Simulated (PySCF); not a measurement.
**Which element holds F most strongly?**

CCSD(T) in PySCF with def2-TZVPPD on every atom (core potentials on Zr, In, Hf), for the lowest determinant that a PBE0 search found; no spin–orbit coupling. D0 is De less the harmonic zero-point energy.

| M | state (unpaired electrons) | Re (Å) | ωe (cm⁻¹) | D0(MF) (eV) |
| --- | --- | --- | --- | --- |
| In | singlet (closed shell) | 1.996 | 529 | 5.48 |
| P | triplet (π ↑↑) | 1.601 | 844 | 4.39 |
| Hf | doublet (δ ↑) | 1.875 | 662 | 6.85 |
| B | singlet (closed shell) | 1.274 | 1386 | 7.60 |
| Al | singlet (closed shell) | 1.669 | 785 | 6.80 |
| Zr | quartet (σ ↑, δ ↑↑) | 1.897 | 646 | 5.99 |
| Ga | singlet (closed shell) | 1.785 | 622 | 6.01 |

Question: Order the elements by D0 and give the energy of BF + P → PF + B.

Answer: B > Hf > Al > Ga > Zr > In > P; ΔE = 7.60 − 4.39 = +3.21 eV at CCSD(T)/def2-TZVPPD. Close neighbours can swap at other levels.

Correlated steps freeze the inner cores (1 to 10 orbitals); shallow outer-core shells are correlated. UHF and ROHF references stand side by side, which adds small steps between rows. These are scalar-relativistic numbers at best; spin–orbit coupling would shift them, the dissociation energy most. Where the molecule has an RHF reference, its open-shell atoms are computed with UHF. States were picked by a PBE0 search and need not be the measured ground states. The state is the lowest single determinant that the PBE0 search found; with open d or f shells the true ground state can be another one.
